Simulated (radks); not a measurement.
The nuclear charge of the lanthanum ion La2+ is varied continuously with 55 electrons held in [Xe] 5d1. Method: Dirac Kohn-Sham, PBE, spin-unpolarised, spherical densities, point nucleus; open shells fill j = l - 1/2 first; computed with a radial shooting solver on a logarithmic mesh with Libxc functionals. By the Hellmann-Feynman theorem dE/dZ = E(electron-nucleus)/Z, the electronic potential at the nucleus.

Z     E (hartree)  E(electron-nucleus)/Z (hartree)   HOMO  e(HOMO) (eV)  <r> HOMO (bohr)
56.6   -8352.7117                         -358.674  5d3/2       -10.996            2.772
56.8   -8424.6244                         -360.454  5d3/2       -12.859            2.665
57     -8496.8932                         -362.234  5d3/2       -14.804            2.571
57.2   -8569.5183                         -364.017  5d3/2       -16.828            2.488
57.4   -8642.4999                         -365.800  5d3/2       -18.927            2.413
57.6   -8715.8385                         -367.586  5d3/2       -21.097            2.346
57.8   -8789.5343                         -369.373  5d3/2       -23.337            2.285
58     -8863.5876                         -371.161  5d3/2       -25.645            2.228

The central difference of E at Z = 57 is -362.235 hartree, to compare with the third column; the second derivative is -8.91 hartree.
